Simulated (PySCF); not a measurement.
## Exercise with solution: entropy of an ideal gas

B(F)2(NHMe) (CH4BF2N), SMILES CNB(F)F.

The structure is a stationary point at B3LYP-D3(BJ)/def2-SVP. The values are those of a single conformer.

B3LYP-D3(BJ)/def2-SVP in PySCF gives the harmonic wavenumbers 138, 167, 219, 439, 536, 586, 668, 818, 1091, 1148, 1153, 1322, 1420, 1470, 1473, 1481, 1603, 3011, 3070, 3142, 3619 cm⁻¹ and the rotational temperatures 0.4455, 0.1768, 0.1287 K. The molar mass is 78.86 g/mol, the symmetry number 1, the spin multiplicity 1.

Work out the entropy at 298.15 K and 1 atm in the rigid-rotor, harmonic-oscillator model.


Translation (Sackur–Tetrode at 1 atm): S = R[1.5 ln M + 2.5 ln T − 1.16487] = 163.2 J/(mol K).
Rotation: q = (√π/σ) T^1.5/√(θA θB θC) = 90600, S = R[ln q + 3/2] = 107.4 J/(mol K).
Vibration: with u = 1.4388 ν/T, each mode gives R[u/(e^u − 1) − ln(1 − e^−u)]:
```tsv
ν (cm⁻¹)	modes	u	S (J/(mol K))
138	1	0.67	11.85
167	1	0.81	10.33
219	1	1.06	8.23
439	1	2.12	3.47
536	1	2.59	2.40
586	1	2.83	1.98
668	1	3.22	1.45
818	1	3.95	0.81
1091	1	5.26	0.27
1148	1	5.54	0.21
1153	1	5.56	0.21
1322	1	6.38	0.10
1420	1	6.85	0.07
1470	1	7.09	0.06
1473	1	7.11	0.06
1481	1	7.15	0.05
1603	1	7.74	0.03
```
The stiffer modes add less than 0.005 each. Sum 41.6 J/(mol K).
Spin: R ln 1 = 0.0 J/(mol K).
Total 312.2 J/(mol K); the program's own thermochemistry gives 312.2. Translation makes up 52 % and vibration 13 %. Anharmonicity, hindered rotation and orbital degeneracy are left out.
